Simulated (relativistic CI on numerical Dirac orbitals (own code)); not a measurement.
## Os6+: 5d valence photoemission

Computed with this model: Dirac-Coulomb-Breit CI, KLI orbitals optimised for each configuration, model QED (radiative potential, 1s self-energy scaled to tabulated hydrogen-like ionisation energies), valence Slater integrals scaled by 0.8, multiplet model of photoemission in the sudden approximation; configurations [Xe] 4f14 5d2 → [Xe] 4f14 5d; 80 K; Lorentzian 0.21 eV and Gaussian 0.5 eV FWHM. Energies are those of the free ion, without screening or charge transfer. The energies are binding energies and can lie tens of eV above those of solids. S is read from ⟨S²⟩ = S(S + 1).

Field parameters in Wybourne normalisation: Oh B⁴₀ = 21Dq, B⁴₄ = √(5/14) B⁴₀. The field is a parameter set, without covalency.

free ion: ground-state S = 0.92, centroid 85.38 eV. Peaks (eV, height): 85.3 (100).

Oh, 10Dq = 10000 cm⁻¹: ground-state S = 0.95, centroid 85.63 eV. Peaks (eV, height): 85.6 (100).

Oh, 10Dq = 27550 cm⁻¹: ground-state S = 0.95, centroid 86.29 eV. Peaks (eV, height): 86.2 (100), 87.2 (8).

Strongest unbroadened transitions for free ion:

```
Energy (eV)  Relative strength
      85.33              100.0
      86.92                3.8
```
